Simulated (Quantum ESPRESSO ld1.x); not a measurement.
Values are calculated unless marked as measured or tabulated.
Mean orbital radii <r> (bohr) of the mercury ion Hg44+, [Kr], at several levels of relativity; Dirac values are averaged over j with weights 2j + 1. Spin-unpolarised spherical Kohn-Sham, PBEsol, point nucleus, ld1.x of Quantum ESPRESSO 7.5. A level marked "c x" has the speed of light scaled by that factor and shares open shells by 2j + 1; other Dirac levels either fill j = l - 1/2 first or share by 2j + 1.

shell  non-rel.  Dirac, low j first  Dirac, c x 0.85  Dirac, c x 1.5  change of magnitude, last against first (%)
1s      0.01893             0.01659          0.01553         0.01795                                        -5.18
2s      0.07959             0.06919          0.06466         0.07517                                        -5.56
2p      0.06724             0.06265          0.06073         0.06526                                        -2.94
3s       0.1976              0.1779           0.1691          0.1893                                        -4.21
3p       0.1878              0.1781           0.1740          0.1836                                        -2.24
3d       0.1635              0.1616           0.1610          0.1626                                        -0.55
4s       0.3886              0.3591           0.3458          0.3762                                        -3.18
4p       0.3843              0.3697           0.3636          0.3780                                        -1.64
